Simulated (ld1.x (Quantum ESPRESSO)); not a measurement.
**LDA (PZ) PAW dataset for magnesium (Mg), scalar-relativistic all-electron reference.**

Mg (Z = 12), PAW, made with ld1.x (Quantum ESPRESSO) 7.5 (LDA (PZ), scalar-relativistic). Core [He], reference 2s2 2p6 3s1.5 3p0.5. Waves: 2s (bound): rcut 1.15, rcutus 1.20 bohr; 3s (bound): rcut 1.15, rcutus 1.20 bohr; 2p (bound): rcut 1.15, rcutus 1.50 bohr; 3p (bound): rcut 1.15, rcutus 1.50 bohr. Local part: all-electron potential smoothed inside 1.45 bohr (lloc = -1). Core correction: a·sin(br)/r model core, default radius (ld1.x builds one for every PAW set, though the input has nlcc=.false.). Augmentation charge: BESSEL, radius 1.00 bohr.

All-electron outer shells of the reference configuration (LDA (PZ), scalar-relativistic, ld1.x):

```tsv
shell	level (eV)	outermost node (bohr)	outermost maximum (bohr)
1s	-1254.51	–	0.09
2s	-80.35	0.18	0.55
2p	-47.78	–	0.48
3s	-5.31	0.90	2.47
3p	-1.79	0.95	3.41
```

(1) Estimate the cutoffs (Ry, on a coarse ladder) from which the occupation-weighted sum of valence levels, in a spherical-Bessel basis at the reference potential, stays within 10 and 1 mRy of its value at 400 Ry.

(2) What does a ghost test show?

(3) Is the overlap operator S = 1 + Σ q|β⟩⟨β| positive definite (Bessel basis up to 400 Ry)?

## Answers

(1) 55 Ry and 80 Ry.

(2) No extra level below or beside the all-electron valence levels (s, p, d, f tested).

(3) Yes: its lowest eigenvalue is 0.11 (p channel).

Its largest configuration-test error is +0.1 meV (2s2 2p6 3s2 3p0). Test run stopped at test 2 of 9 (negative rho).
